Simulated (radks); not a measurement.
The numbers below are computed, except where a source is named.
All-electron atom: the cadmium ion Cd10+ in [Kr] 4d2 (the NIST ground configuration).

Level of theory: scalar-relativistic Kohn-Sham, LDA (Slater exchange, Perdew-Wang correlation), spin-polarised, spherical densities, finite nucleus; open shells are filled with parallel spins first (spin-orbit coupling, left out, can overturn this in heavy ions); Fermi nuclear charge, rms radius 4.6087 fm (a radial shooting solver on a logarithmic mesh with Libxc functionals).

Energy parts (hartree):
total: -5558.56443
kinetic: 5784.12794
electron-nucleus: -13162.90857
Hartree: 1962.33263
exchange-correlation: -142.11643

Orbitals (lengths in bohr, moments of r in powers of bohr; <r^-3> diverges for s and p1/2; r(90%) holds 90 % of the orbital's charge):
orbital  occ.  eigenvalue (hartree)      <r>      <r^4>  r(90%)  <r^-3>
1s up       1             -981.0199  0.03043  4.079e-06  0.0546       -
1s down     1             -981.0193  0.03043  4.078e-06  0.0546       -
2s up       1             -152.1047   0.1318  0.0007189   0.204       -
2s down     1             -152.0801   0.1318  0.0007189   0.203       -
2p up       3             -137.3431   0.1149  0.0005151   0.187    4063
2p down     3             -137.3236   0.1149  0.0005150   0.187    4064
3s up       1             -34.25013   0.3581    0.03284   0.527       -
3s down     1             -34.23278   0.3580    0.03277   0.527       -
3p up       3             -29.40869   0.3564    0.03478   0.536   740.4
3p down     3             -29.38990   0.3563    0.03469   0.536   740.5
3d up       5             -21.83584   0.3330    0.03214   0.526   101.9
3d down     5             -21.81125   0.3328    0.03202   0.525   101.9
4s up       1             -10.66672   0.8309     0.8646    1.19       -
4s down     1             -10.57629   0.8304     0.8644    1.19       -
4p up       3              -9.12597   0.8783      1.112    1.27   153.8
4p down     3              -9.03475   0.8782      1.114    1.27   154.0
4d up       2              -6.78958   0.9706      1.777    1.43   17.74
4d down     0              -6.69953   0.9720      1.796    1.44   17.73

The highest occupied level is 4d up at -184.75 eV. The spin density at the nucleus is -2.506 e/bohr^3 (1s -0.164, 2s -1.124, 3s -0.233, 4s -0.984). Summed over all electrons, <r^2> = 11.58 bohr^2, which gives a Langevin (diamagnetic) susceptibility term of -9.17 x 10^-6 cm^3/mol. The density falls to 0.001 e/bohr^3 at r = 2.17 bohr. For comparison, the ionisation energy in NIST's Atomic Spectra Database is 195 eV (theoretical). In exact Kohn-Sham theory the highest level is minus the ionisation energy, but local and semilocal functionals leave it too shallow, through self-interaction and a potential that decays too fast; potentials with the right tail come closer.
